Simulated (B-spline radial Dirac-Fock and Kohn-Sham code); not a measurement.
# Sm: photoemission with 560 eV photons

System: atomic samarium, [Xe] 4f6 6s2.

Level of theory: Dirac-Hartree-Slater photoionisation with all multipoles and Dirac-Fock thresholds; a B-spline atomic structure program. The asymmetry parameter β is from the dipole term alone. Kinetic energies are from the vacuum level. Open shells are spread statistically over j, without multiplet splitting.

| subshell | electrons | binding (eV) | kinetic (eV) | σ (kb) | β |
| --- | --- | --- | --- | --- | --- |
| 4s | 2 | 360.6 | 199.4 | 79.7 | 1.93 |
| 4p1/2 | 2 | 288.5 | 271.5 | 74.3 | 1.07 |
| 4p3/2 | 4 | 261.8 | 298.2 | 198 | 1.10 |
| 4d3/2 | 4 | 142.1 | 417.9 | 268 | 0.83 |
| 4d5/2 | 6 | 137.4 | 422.6 | ? | ? |
| 4f5/2 | 2.57 | 5.68 | 554.3 | 115 | 0.98 |
| 4f7/2 | 3.43 | 5.14 | 554.9 | 149 | 0.98 |
| 5s | 2 | 51.21 | 508.8 | 16.8 | 1.95 |
| 5p1/2 | 2 | 29.59 | 530.4 | 13.3 | 1.46 |
| 5p3/2 | 4 | 26.06 | 533.9 | 30.9 | 1.43 |
| 6s | 2 | 4.68 | 555.3 | 1.37 | 1.96 |

Question: What are σ and β for 4d5/2?

Answer: σ = 406 kb, the largest of all subshells and 30 % of the total, and β = 0.93.

Run: 13 s of CPU time on 1 thread of Neoverse-N1 (shared host), peak memory 0.46 GiB.

Values without a named source are computed, but for edge energies of neutral atoms, which are taken from tables.
